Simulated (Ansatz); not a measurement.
Computed with Ansatz on PBE0-D4/def2-TZVP structures; ΔE is electronic, products minus reactants. CCSD(T)/CBS adds triple-zeta CCSD(T) − MP2 to the extrapolated MP2 energy (def2 sets, frozen cores). This one scheme is used for every species. Functionals use def2-TZVPP. B3LYP here is the variant with VWN-RPA as its local correlation; programs differ in this. One conformer a species, not always the lowest.

`SB(S)Cl` + `O[SiH3]` → `[SiH3]OB(S)S` + HCl  (ligand exchange at a B–Cl bond)

```tsv
level	ΔE (eV)
PBE-D4	-0.30
B2PLYP	-0.38
PBE	-0.27
PBE0	-0.31
B3LYP	-0.38
MP2/def2-TZVPP	-0.34
CCSD/def2-TZVPP	-0.43
SCS-MP2/def2-QZVPP	-0.37
```

(1) What does CCSD(T)/CBS give? (Best estimate.)

Largest T1 diagnostic among the species: 0.013.

Results:

(1) Computed: -0.39 eV. The listed levels differ from it by 0.09, 0.01, 0.12, 0.08, 0.01, 0.05, -0.04, 0.02 eV.

The D4 term adds −0.05 eV with B3LYP and −0.03 eV with PBE0; it sums over pairs of atoms, weighted by their polarisabilities, and B3LYP, whose exchange is more repulsive, gets the larger term. In def2-TZVPP, CCSD(T) changes the Hartree–Fock value by +0.09 eV (the triples alone add +0.02 eV) and MP2 by +0.15 eV.
